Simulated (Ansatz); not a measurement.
Stepwise reaction of `CO[SiH](F)S[SiH2]F` with hydrogen, as a gas-phase model of exchange steps in deposition or etching. ΔE in kJ/mol.

Isolated molecules relaxed with PBE0-D4/def2-TZVP in Ansatz; ΔE leaves out vibrations. CCSD(T)/CBS adds triple-zeta CCSD(T) − MP2 to the extrapolated MP2 energy (def2 sets, frozen cores). This one scheme is used for every species. DFT in def2-TZVPP. B3LYP here is the variant with VWN-RPA as its local correlation; programs differ in this. Each species was taken in one conformer, which may not be the lowest.

```tsv
step	reaction	PBE-D4	B3LYP-D4	ωB97M-V	CCSD(T)/CBS
1	`CO[SiH](F)S[SiH2]F` + H₂ → `CO[SiH2]S[SiH2]F` + H–F	129.8	136.3	137.7	133.9
2	`CO[SiH2]S[SiH2]F` + H₂ → `CO[SiH2]S[SiH3]` + H–F	106.2	116.9	115.9	111.2
```

Q: By hand: ΔE of the 2 steps together at CCSD(T)/CBS.

A: (133.9) + (111.2) = 245.1 kJ/mol, or 122.6 kJ/mol a step.

In ΔE each step is lower than the one before. All are uphill at CCSD(T)/CBS. PBE-D4 differs from CCSD(T)/CBS by -5.0 to -4.1 kJ/mol a step. Isolated molecules leave out the surface, adducts and barriers. Largest T1 diagnostic: 0.012.
